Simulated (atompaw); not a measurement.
cerium: one change to a PAW (atompaw) potential, before and after

atompaw 4.2.0.5 input, output lines left out:

```
Ce 58
GGA-PBE scalarrelativistic loggrid 2001 logderivrange -5 5 251
6 6 5 4 0 0
6 1 0
5 2 1
4 3 1
0 0 0
c
c
c
c
v
v
c
c
c
v
v
c
c
v
v
3
3.00 2.55 2.05 2.25
n
n
y
0.1
n
y
0.65
n
bloechl besselshape
4 -0.5 vpsmatchnc
```

Change: all radii scaled by about 0.94 (s 2.58, p 2.22, d 2.50, f 1.98 bohr); local potential vpsmatchnc scheme with l = 4 at -0.5 Ry, radius 1.92 bohr; augmentation besselshape compensation charge, radius 2.40 bohr; PAW radius 2.82 bohr; waves and projectors: bloechl; core correction smooth core density matched at 2.12 bohr.

Cutoffs: the cutoffs (Ry, on a coarse ladder) from which the occupation-weighted sum of valence levels, in a spherical-Bessel basis at the reference potential, stays within 10 and 1 mRy of its value at 400 Ry; they do not see the model core or the augmentation charge, which bear on the density cutoff.

Task: What does the change do?

Result: The potential gets harder (90 Ry and 110 Ry → 100 Ry and 140 Ry); both files keep a bound ghost (s). A smaller radius makes the pseudo-wave follow the all-electron one further in, where it bends more sharply, so more plane waves are needed.

```csv
quantity,base,changed
"cutoff, loose",90 Ry,100 Ry
"cutoff, tight",110 Ry,140 Ry
loose cutoff by channel (10 mRy a level),"s 80 Ry, p 70 Ry, d 12 Ry, f 45 Ry","s 90 Ry, p 80 Ry, d 12 Ry, f 55 Ry"
bound ghosts,s,s
lowest overlap eigenvalue by channel,"s 0.01, p 0.12, d 0.00, f 1.00","s 0.00, p 0.09, d 0.00, f 1.00"
```

 A true bound ghost makes a file unfit for plane-wave use even where its test errors are small: the radial tests pick states by their node count and pass the ghost by. The cutoffs see the waves, projectors and local potential, not the compensation charge or the core.
